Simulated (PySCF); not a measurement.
# Assigning NMR signals

Molfile (atoms numbered from 1):
```
C7H7N3
     RDKit          3D

 17 17  0  0  0  0  0  0  0  0999 V2000
   -2.1860    2.4050    0.5524 C   0  0  0  0  0  0  0  0  0  0  0  0
   -1.3446    1.5709    0.3538 C   0  0  0  0  0  0  0  0  0  0  0  0
   -0.4040    0.5402    0.1194 C   0  0  0  0  0  0  0  0  0  0  0  0
    0.8890    0.8189    0.1595 N   0  0  0  0  0  0  0  0  0  0  0  0
    1.7251   -0.2037   -0.0338 C   0  0  0  0  0  0  0  0  0  0  0  0
    3.1855    0.0842   -0.0275 C   0  0  0  0  0  0  0  0  0  0  0  0
    1.3417   -1.4560   -0.2175 N   0  0  0  0  0  0  0  0  0  0  0  0
    0.0686   -1.7360   -0.2796 N   0  0  0  0  0  0  0  0  0  0  0  0
   -0.8344   -0.7855   -0.1436 C   0  0  0  0  0  0  0  0  0  0  0  0
   -2.2723   -1.1530   -0.2581 C   0  0  0  0  0  0  0  0  0  0  0  0
   -2.9072    3.1471    0.7283 H   0  0  0  0  0  0  0  0  0  0  0  0
    3.7407   -0.8484   -0.0435 H   0  0  0  0  0  0  0  0  0  0  0  0
    3.4425    0.6660    0.8542 H   0  0  0  0  0  0  0  0  0  0  0  0
    3.4418    0.6769   -0.9039 H   0  0  0  0  0  0  0  0  0  0  0  0
   -2.7125   -0.6619   -1.1253 H   0  0  0  0  0  0  0  0  0  0  0  0
   -2.3618   -2.2298   -0.3686 H   0  0  0  0  0  0  0  0  0  0  0  0
   -2.8189   -0.8228    0.6240 H   0  0  0  0  0  0  0  0  0  0  0  0
  1  2  3  0
  2  3  1  0
  3  4  1  0
  4  5  2  0
  5  6  1  0
  5  7  1  0
  7  8  2  0
  8  9  1  0
  9 10  1  0
  9  3  2  0
  1 11  1  0
  6 12  1  0
  6 13  1  0
  6 14  1  0
 10 15  1  0
 10 16  1  0
 10 17  1  0
M  END
```

[PySCF 2.14: PBE0/pcSseg-1 with gauge-including orbitals; GFN2-xTB geometry; non-relativistic; single conformer; averaged over atoms made equivalent by symmetry, fast rotation or ring inversion; in vacuum]

δ = σ(ref) − σ, references computed at the same level: ¹³C and ¹H against TMS.

**Question.** Assign these signals to the numbered atoms. ¹³C{¹H} NMR (computed): δ 170.3, 163.5, 146.0, 100.2, 84.3, 26.4, 23.3.

**Answer.** 
170.3 → C5, substituted aromatic carbon next to a ring nitrogen
163.5 → C9, substituted aromatic carbon next to a ring nitrogen
146.0 → C3, substituted aromatic carbon next to a ring nitrogen
100.2 → C1, terminal alkyne carbon: the triple bond shields along its axis, which puts it between sp3 and sp2 carbons
84.3 → C2, alkyne carbon: sp carbons lie upfield of alkene carbons because the cylindrical π system leaves one tensor component strongly shielded
26.4 → C6, methyl carbon on an aromatic ring: a saturated carbon with 1 carbon neighbour and no heteroatom attached
23.3 → C10, methyl carbon on an aromatic ring

**Question.** Assign these signals to the numbered atoms. ¹H NMR (400 MHz, computed): δ 3.43 (s, 1H), 3.07 (s, 3H), 2.95 (s, 3H).

**Answer.** 
3.43 → H11, hydrogen on a terminal alkyne carbon: it lies on the axis of the triple bond, in its shielding cone
3.07 → H12/H13/H14, hydrogen on a methyl carbon on an aromatic ring: benzylic-type position, deshielded by the ring
2.95 → H15/H16/H17, hydrogen on a methyl carbon on an aromatic ring

Shifts are as computed. Against solution values, carbons near 30 ppm lie about +3 ppm off and those near 130 ppm about +5 ppm. Of 1211 compounds with measured shifts, 218 miss one by over three times the rms of a fit or turn the order of signals round; such compounds aren't used in these exercises. Multiplicities follow the n + 1 count of equivalent neighbours, as no J values were calculated; m marks all less simple cases, F and P coupling included.
